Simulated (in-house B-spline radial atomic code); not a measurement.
Results of a calculation; reference values are marked as such.
**C6 from the polarisability at imaginary frequency: B3+**

CAM-B3LYP linear response of the closed shell 1s2, from a B-spline radial code for spherical atoms; non-relativistic, point nucleus, no spin-orbit coupling.

The dispersion coefficient of two like species is C6 = (3/π) ∫ α(iu)² du from 0 to ∞.

```tsv
u (hartree)	α(iu) (bohr³)
0	0.02029
0.24	0.02028
0.56	0.0202
0.96	0.02003
1.6	0.01957
2.4	0.01875
3.6	0.01716
5.6	0.01418
8	0.01096
12	0.007189
20	0.003546
40	0.001098
```

Fit one oscillator, α(iu) = α(0)/(1 + u²/ω²), through u = 12 and estimate C6.

From α(0)/α(iu) − 1 = 0.02029/0.007189 − 1 = 1.8224, ω = u/√1.8224 = 8.8892 hartree (241.9 eV). London's formula gives C6 = (3/4) α(0)² ω = 0.75 × 0.02029² × 8.8892 = 0.002745 hartree·bohr⁶, and the oscillator holds f = α(0) ω² = 1.60 electrons, of a sum of oscillator strengths of 2.0.

How does that compare with the full integral?

The program's quadrature over all excitations gives C6 = 0.002711, so the single oscillator is off by +1.2 %. At the last point the fit gives α = 0.000955 against 0.0011: higher excitations, and deeper shells where there are any, keep the true curve higher at large u.
